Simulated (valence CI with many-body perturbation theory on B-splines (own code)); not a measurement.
# Ce8+: electric-dipole lines

Level of theory: relativistic CI+MBPT: four valence electrons over a frozen Dirac-Fock core [Kr] 4d10, radial functions for each j: 7 s, 7 p, 7 d, 7 f, 4 g, 2 h, with the one-electron correlation potential Σ1, the two-electron term Σ2, the three-electron term Σ3, Breit, model QED; selected CI, second order for the rest, scaled by the run's own slope (own B-spline code, finite nucleus).

No measured spectrum was set against this ion. As an estimate, levels hold to about 250 cm⁻¹ or 0.2 % of their energy and the worst to 1 %, as in measured heavy ions of charge 2 to 7; those with d or f electrons hold less well. Among the levels kept, up to 470 cm⁻¹ of a level comes from second order outside the variational space, and about a tenth of that is noise between levels of different J, which matters for small intervals.

Lines 51 to 100 of 552 in falling wavelength, among levels below 354800 cm⁻¹, chosen from the strongest by gf and those to the six lowest levels. Wavelengths and rates use the calculated energies, so an error of 200 cm⁻¹ moves a line at 61.62 nm by 0.12 % and its rate by three times that or more. Electric multipoles are in the length gauge, E1 and E2 with the static RPA response of the core. Weak lines are less certain than strong ones. Lines between different terms over intervals too small for the method are left out, as are lines whose strength nearly cancels. Where a level lies close to another of its J and parity, the split of strength between their lines is uncertain. The highest levels of a list are the least certain.

Names give the largest LS component (configuration and term), which can be under half, so a name can repeat, a term be missing and a line seem to break the LS rules; names also repeat where a configuration has a term twice. Letters in brackets count levels of one name in rising energy.

| λ vac (nm) | Upper | Lower | A (s⁻¹) | S (a.u.) |
| --- | --- | --- | --- | --- |
| 61.62 | 4f5s5p² ¹D°_2 [a] | 4f5s²5p ³D_2 | 4.27e+08 | 2.46e-01 |
| 61.49 | 4f5s5p² ¹P°_1 | 4f5s²5p ¹D_2 | 7.04e+08 | 2.42e-01 |
| 61.31 | 4f5s5p² ³H°_5 | 4f5s²5p ³F_4 | 5.65e+08 | 7.07e-01 |
| 61.31 | 5s5p³ ³D°_2 | 5s²5p² ³P_1 | 1.24e+09 | 7.03e-01 |
| 61.07 | 5s5p³ ³D°_3 | 5s²5p² ³P_2 [a] | 5.81e+08 | 4.57e-01 |
| 61.01 | 4f5s5p² ³D°_3 [b] | 4f5s²5p ¹F_3 | 3.48e+08 | 2.73e-01 |
| 61.01 | 4f5s5p² ³H°_6 | 4f5s²5p ³G_5 | 1.18e+09 | 1.72e+00 |
| 60.92 | 4f5s5p² ³P°_1 | 4f5s²5p ³D_1 | 7.15e+08 | 2.39e-01 |
| 60.91 | 4f5s5p² ³F°_4 [d] | 4f5s²5p ¹G_4 | 2.82e+08 | 2.84e-01 |
| 60.47 | 4f5s5p² ³D°_3 [c] | 4f5s²5p ³D_3 | 4.22e+08 | 3.22e-01 |
| 60.38 | 5s²5p5d ³D°_1 | 4f5s²5p ¹D_2 | 7.83e+08 | 2.55e-01 |
| 60.04 | 4f5s5p² ³F°_4 [a] | 4f5s²5p ³G_4 | 3.54e+08 | 3.41e-01 |
| 59.60 | 4f5s²5d ³F°_3 | 4f²5s² ³F_4 | 3.28e+08 | 2.40e-01 |
| 59.09 | 4f5s5p² ¹H°_5 | 4f5s²5p ³G_5 | 3.04e+08 | 3.40e-01 |
| 59.03 | 5s5p³ ³P°_2 [b] | 4f5s²5p ³G_3 | 1.09e+08 | 5.52e-02 |
| 58.94 | 4f²5s5p ³G°_5 [d] | 4f²5s² ³F_4 | 2.47e+08 | 2.74e-01 |
| 58.59 | 5s²5p5d ³F°_2 [b] | 4f5s²5p ³D_2 | 9.34e+08 | 4.63e-01 |
| 58.32 | 4f5s5p² ³F°_4 [c] | 4f5s²5p ¹F_3 | 5.23e+08 | 4.61e-01 |
| 58.28 | 4f5s²5d ³H°_4 | 4f²5s² ³H_4 | 2.07e+08 | 1.82e-01 |
| 58.26 | 4f5s5p² ³F°_4 [d] | 4f5s²5p ³G_5 | 3.77e+08 | 3.31e-01 |
| 58.17 | 4f²5s5p ³F°_4 [d] | 4f²5s² ¹G_4 | 2.93e+08 | 2.56e-01 |
| 57.90 | 4f²5s5p ⁵G°_2 [a] | 4f5s²5p ¹D_2 | 3.45e+08 | 1.65e-01 |
| 57.80 | 4f5s5p² ³F°_4 [a] | 4f5s²5p ³G_3 | 1.33e+08 | 1.14e-01 |
| 57.76 | 4f5s5p² ³F°_3 [a] | 4f5s²5p ³G_3 | 5.82e+08 | 3.88e-01 |
| 57.73 | 4f²5s5p ⁵G°_2 [b] | 4f5s²5p ¹D_2 | 3.21e+08 | 1.53e-01 |
| 57.71 | 4f5s5p² ¹H°_5 | 4f5s²5p ³F_4 | 1.89e+08 | 1.98e-01 |
| 57.66 | 4f²5s5p ³G°_5 [d] | 4f²5s² ³H_6 | 4.41e+08 | 4.59e-01 |
| 57.53 | 4f²5s5p ³D°_3 [b] | 4f²5s² ¹G_4 | 2.62e+08 | 1.72e-01 |
| 57.43 | 4f5s5p² ³G°_3 [c] | 4f5s²5p ³F_4 | 3.21e+08 | 2.10e-01 |
| 57.04 | 4f²5s5p ³G°_5 [d] | 4f²5s² ³H_5 | 4.22e+08 | 4.25e-01 |
| 56.98 | 4f5s5p² ¹G°_4 [a] | 4f5s²5p ³G_4 | 1.30e+09 | 1.07e+00 |
| 56.93 | 4f5s5p² ³F°_4 [d] | 4f5s²5p ³F_4 | 8.95e+08 | 7.34e-01 |
| 56.87 | 4f5s5p² ³G°_3 [b] | 4f5s²5p ³F_3 | 1.43e+08 | 9.10e-02 |
| 56.78 | 4f5s5p² ⁵F°_2 | 5s²5p² ³P_2 [b] | 2.15e+08 | 9.73e-02 |
| 56.63 | 4f²5s5p ³G°_4 [d] | 4f²5s² ³H_5 | 2.13e+08 | 1.72e-01 |
| 56.56 | 4f5s5p² ³F°_2 [b] | 4f5s²5p ³F_2 | 2.27e+09 | 1.02e+00 |
| 56.43 | 4f5s5p² ³G°_3 [c] | 4f5s²5p ¹F_3 | 1.64e+09 | 1.02e+00 |
| 56.37 | 4f5s5p² ¹G°_4 [a] | 4f5s²5p ³F_3 | 5.31e+08 | 4.23e-01 |
| 56.32 | 4f5s5p² ³D°_3 [d] | 4f5s²5p ³D_3 | 1.02e+09 | 6.32e-01 |
| 56.24 | 4f5s5p² ³F°_3 [b] | 4f5s²5p ³F_2 | 3.06e+08 | 1.88e-01 |
| 56.19 | 4f5s5p² ³F°_2 [b] | 4f5s²5p ³F_3 | 1.25e+08 | 5.46e-02 |
| 56.18 | 4f5s5p² ³P°_2 | 4f5s²5p ³D_3 | 9.73e+08 | 4.26e-01 |
| 56.07 | 4f²5s5p ³G°_4 [d] | 4f²5s² ³H_4 | 8.36e+08 | 6.55e-01 |
| 55.87 | 4f5s5p² ³F°_3 [b] | 4f5s²5p ³F_3 | 2.13e+09 | 1.28e+00 |
| 55.48 | 4f²5s5p ³F°_4 [d] | 4f²5s² ³H_5 | 2.04e+08 | 1.55e-01 |
| 55.44 | 4f5s5p² ³G°_3 [b] | 4f5s²5p ³G_3 | 2.24e+09 | 1.32e+00 |
| 55.35 | 5s5p³ ³S°_1 | 5s²5p² ³P_2 [b] | 3.36e+08 | 8.45e-02 |
| 55.22 | 5s²5p5d ³F°_4 | 4f5s²5p ³D_3 | 3.07e+08 | 2.29e-01 |
| 55.07 | 4f5s5p² ³H°_4 | 4f5s²5p ³F_3 | 6.31e+08 | 4.68e-01 |
| 55.02 | 4f5s5p² ³G°_5 [b] | 4f5s²5p ³G_4 | 2.41e+09 | 2.18e+00 |
